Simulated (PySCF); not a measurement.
# BrCuH3N: core ionisation energies

Cu(NH3)Br (singlet state).
Geometry (PBE0-D3(BJ)/def2-SVP, Å), atoms numbered from 1 in this order:
```
atom  x, y, z in Å
Cu1   -0.0064    0.0054   -1.1236
N2     0.0002   -0.0025    0.8275
H3    -0.4122    0.8456    1.2197
H4     0.9462   -0.0703    1.2067
H5    -0.5260   -0.7889    1.2122
Br6   -0.0019    0.0107   -3.3425
```

Method used: PySCF, delta-SCF UKS SCAN, pcX-2 on the ionised atom (unc-x2c-TZVPall on a metal), pcseg-1 elsewhere, spin-free X2C. These are vertical core ionisation energies against the vacuum level, from separate self-consistent calculations with and without the core hole.

Task: What binding energy does each computed site have?

Result: 
```
atom(s)                    environment     level  binding energy (eV)  2p1/2 (eV)  count
     N2  nitrogen bonded to Cu and 3 H      N 1s               408.15           –      1
    Cu1      copper bonded to Br and N  Cu 2p3/2               937.99      958.64      1
```

Task: What is the longest wavelength that can ionise N 1s of N2 (atom 2) vertically?

Result: λ = hc/E = 12398.42 eV Å / 408.15 eV = 30.377 Å.

Task: Give the binding energy of N 1s of N2 in hartree and in kJ/mol.

Result: 408.15 eV = 14.9992 Eh = 39380 kJ/mol.

The 2p values add to the ΔSCF energy of one spin-free hole a correction within the shell (spin–orbit coupling, ligand field). 2p1/2 minus 2p3/2 (ligand field included): Cu 20.65 eV. Satellites of the metal's 2p lines aren't described. No level of bromine is listed. Geometry: PBE0-D3(BJ)/def2-SVP; no solvent, vibrations or thermal averaging. Metal 2p energies of this one-determinant scheme are less reliable than its 1s energies.

Time: 7.4 s. Hardware: one thread, x86-64 server, on a shared host.
